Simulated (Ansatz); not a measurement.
Born–Oppenheimer molecular dynamics of CH₃AlO₂ (7 atoms, charge 0, multiplicity 1). It starts from a rough guess of a transition structure, not a stationary point.

The calculation used Ansatz, UHF/def2-SVP.

| Property | Result |
| --- | --- |
| ensemble | NVE (velocity Verlet) |
| time step | 0.5 fs |
| steps asked | 150 |
| starting velocities drawn for | 1000 K |
| seed | 689893 |

First frame:

```xyz
7
Properties=species:S:1:pos:R:3
Al -0.684 -0.809 -0.284
H 0.144 -0.215 1.041
H -0.091 -2.029 -1.007
H -2.137 -0.302 -0.374
O 0.562 0.778 -0.827
C 0.839 0.962 0.329
O 1.368 1.616 1.123
```

(1) How far do the bonds stretch over the last three quarters of this one trajectory? (Pairs bonded in most of those frames.)

Results:

(1) 
```csv
bond,mean (Å),spread (Å),shortest,longest
Al1–H2,1.599,0.039,1.54,1.66
Al1–H3,1.588,0.042,1.53,1.65
Al1–H4,1.599,0.033,1.54,1.65
O5–C6,1.155,0.030,1.10,1.21
C6–O7,1.129,0.033,1.07,1.19
```

Pairs bonded in part of these frames only: Al1–O5 42 %.

Mean temperature of the second half: 1790 K. The conserved energy stayed within 0.35 meV per atom of its start (net change 0.25 meV per atom), so the integration is sound. The kinetic energy rose, since the run started high on the potential surface and went downhill. It ends in pieces (AlH3 + CO2), so much of that is their flight and rotation, not heat. A run of 0.075 ps of so small a system gives no equilibrium averages. The orbitals were unrestricted but ended closed-shell.

The run took 2.4 min on 1 thread of Arm Neoverse V2, on a shared host, peak memory 0.14 GiB.
